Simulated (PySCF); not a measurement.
**Ionisation energy of Ni⁺ by level of theory**

Ni⁺ [Ar] 3d9 (2D) → Ni²⁺ [Ar] 3d8 (3F), as a difference of total energies. Calculation: PySCF 2.14, in x2c-TZVPPall (6s5p4d2f1g, 64 functions); scalar relativity by spin-free X2C-1e. Correlated levels: valence and next inner shell: [Ne] frozen. The calculations carry no spin-orbit coupling.

Question: Order these methods by the ionisation energy they give, lowest first.
A. MP2 (valence and next inner shell)
B. UHF
C. SCS-MP2 (valence and next inner shell)
D. CCSD(T) (valence and next inner shell)

Answer: B (15.019 eV), D (17.875 eV), C (18.447 eV), A (18.933 eV).

A first-order spin-orbit estimate (lowest level to lowest level, LS coupling) adds -0.049 eV.

Errors of the correlated levels include the incompleteness of this basis and the frozen core.

For comparison: 18.169 eV (measured; NIST Atomic Spectra Database, ionization energies).
